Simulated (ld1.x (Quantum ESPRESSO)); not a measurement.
## Which change was made? (Co, PAW)

| Item | Value |
| --- | --- |
| Element | Co (Z = 27) |
| Generator | ld1.x (Quantum ESPRESSO) 7.5 |
| Type | PAW |
| Functional | LDA (PZ) |
| Relativity | fully relativistic |
| Frozen core | [Ne] |
| Valence charge | 17 |
| Reference configuration | 3s2 3p6 3d8 4s1 4p0 |
| Partial waves | 3s (bound): rcut 1.05, rcutus 1.20 bohr; 4s (bound): rcut 1.05, rcutus 1.20 bohr; 3p (bound): rcut 1.15, rcutus 1.40 bohr; 4p (bound, empty): rcut 1.15, rcutus 1.40 bohr; 3d (bound): rcut 1.05, rcutus 1.40 bohr; 3d channel at 0.15 Ry: rcut 1.05, rcutus 1.40 bohr; 4f channel at 0.25 Ry: rcut 1.10, rcutus 1.45 bohr; 4f channel at 1.3 Ry: rcut 1.10, rcutus 1.45 bohr |
| Local potential | all-electron potential smoothed inside 1.05 bohr (lloc = -1) |
| Core correction | a·sin(br)/r model core, default radius (core density twice the valence density) |
| Augmentation charge | BESSEL, radius 1.10 bohr |

Open shells are filled in proportion to 2j + 1 (rel_dist='average').

Cutoffs, loose and tight: the cutoffs (Ry, on a coarse ladder) from which the occupation-weighted sum of valence levels, in a spherical-Bessel basis at the reference potential, stays within 10 and 1 mRy of its value at 400 Ry. They do not see the model core or the augmentation charge, which bear on the density cutoff. Test errors are all-electron minus pseudo excitation energies from the reference, over the configurations 3s2 3p6 3d7 4s2 4p0; 3s2 3p6 3d7 4s1 4p0; 3s2 3p6 3d7 4s0 4p0; 3s2 3p6 3d5 4s0 4p0; 3s2 3p6 3d7 4s1.5 4p0; 3s2 3p6 3d6 4s2 4p1; 3s1 3p6 3d7 4s2 4p0; variants that change the core or the reference have their own tests. The largest error is taken over the tests solved by every variant that gives reliable tests at all, those not shown here included: 3s1 3p6 3d7 4s2 4p0; 3s2 3p6 3d5 4s0 4p0; 3s2 3p6 3d7 4s0 4p0; 3s2 3p6 3d7 4s1 4p0; 3s2 3p6 3d7 4s1.5 4p0; 3s2 3p6 3d7 4s2 4p0.

The base gives: outcome: generated; bound ghosts: not determined; largest test error (meV): -901.

**Question.** After one change the result is: outcome: generated, overlap not positive; bound ghosts: not determined (overlap not positive); largest test error (meV): -849. Which change was it?
A. reference 3s2 3p6 3d7 4s2 4p0; removed wave 4f channel at 1.3 Ry: rcut 1.10, rcutus 1.45 bohr
B. scalar-relativistic
C. all radii but the core radius scaled by about 0.79 (s 0.96, p 1.10, d 1.10, f 1.14 bohr, rcut 0.84/0.92/0.84/0.88); local potential all-electron potential smoothed inside 0.84 bohr (lloc = -1); augmentation BESSEL, radius 0.88 bohr

**Answer.** B. The others give: all radii but the core radius scaled by about 0.79 (s 0.96, p 1.10, d 1.10, f 1.14 bohr, rcut 0.84/0.92/0.84/0.88); local potential all-electron potential smoothed inside 0.84 bohr (lloc = -1); augmentation BESSEL, radius 0.88 bohr → outcome: generated; bound ghosts: not determined; largest test error (meV): -4.1 | reference 3s2 3p6 3d7 4s2 4p0; removed wave 4f channel at 1.3 Ry: rcut 1.10, rcutus 1.45 bohr → outcome: generated; bound ghosts: not determined; largest test error (meV): -125. A file whose overlap is not positive is unfit for use, and its test errors describe a broken file.
